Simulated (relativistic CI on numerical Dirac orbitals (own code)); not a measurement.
Calculated levels, Mg11+

Computed by Dirac equation for one electron, model QED (radiative potential, 1s self-energy scaled to tabulated hydrogen-like ionisation energies) (own radial code, finite nucleus).

CI space: 1s, 2s, 2p, 3s, 3p, 3d, 4s, 4p, 4d, 4f, 5s, 5p, 5d, 5f, 5g, 6s, 6p, 6d. Levels of other configurations are missing.

The lowest level is 1s ²S1/2, with 100 % of that term; Hund's rules for 1s give ²S with J = 1/2, in agreement.

```tsv
No.	Configuration	Term	J	E (eV)	%	Landé g	Lifetime (s)
1	1s	²S	1/2	0.00	100	1.997	
2	2p	²P°	1/2	1471.69	100	0.665	7.69e-14
3	2s	²S	1/2	1471.73	100	2.001	
4	2p	²P°	3/2	1472.64	100	1.333	7.71e-14
5	3p	²P°	1/2	1744.56	100	0.665	2.54e-13
6	3s	²S	1/2	1744.57	100	2.002	7.52e-12
7	3d	²D	3/2	1744.84	100	0.799	7.43e-13
8	3p	²P°	3/2	1744.84	100	1.334	2.54e-13
9	3d	²D	5/2	1744.93	100	1.200	7.45e-13
10	4p	²P°	1/2	1840.02	100	0.666	5.94e-13
11	4s	²S	1/2	1840.03	100	2.002	1.08e-11
12	4d	²D	3/2	1840.14	100	0.799	1.73e-12
13	4p	²P°	3/2	1840.14	100	1.334	5.93e-13
14	4f	²F°	5/2	1840.18	100	0.857	3.49e-12
15	4d	²D	5/2	1840.18	100	1.200	1.74e-12
16	4f	²F°	7/2	1840.20	100	1.143	3.49e-12
17	5p	²P°	1/2	1884.19	100	0.666	1.15e-12
18	5s	²S	1/2	1884.20	100	2.002	1.68e-11
19	5d	²D	3/2	1884.25	100	0.799	3.34e-12
20	5p	²P°	3/2	1884.25	100	1.334	1.15e-12
21	5f	²F°	5/2	1884.27	100	0.857	6.75e-12
22	5d	²D	5/2	1884.27	100	1.200	3.35e-12
23	5g	²G	7/2	1884.28	100	0.888	1.13e-11
24	5f	²F°	7/2	1884.28	100	1.143	6.76e-12
25	5g	²G	9/2	1884.29	100	1.111	1.13e-11
26	6p	²P°	1/2	1908.18	100	0.666	1.97e-12
27	6s	²S	1/2	1908.18	100	2.002	2.55e-11
28	6d	²D	3/2	1908.22	100	0.799	5.71e-12
29	6p	²P°	3/2	1908.22	100	1.334	1.97e-12
30	6d	²D	5/2	1908.23	100	1.200	5.73e-12
```

Energies count from the lowest computed level; ° marks odd parity; lifetimes are radiative, by E1, M1, E2, M2 decay to levels of this space only; some are left blank where a channel outside the calculation adds to the decay or the decay crosses a small, uncertain gap.
